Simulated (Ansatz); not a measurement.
Name a neutral molecule of Br, F, N, Si and H with LUMO energy (B3LYP/def2-TZVPP) between -0.45 and -0.15 eV and HOMO–LUMO gap (ωB97M-V/def2-TZVPP) between 11.80 and 12.10 eV (Ansatz, PBE0-D4/def2-TZVP geometry).

`F[SiH](Br)N[SiH3]` (-0.28 eV, 12.02 eV). Other molecules can fit too; these were computed, each in one conformer that needn't be the lowest.

B3LYP here is the variant with VWN-RPA as its local correlation; programs differ in this.
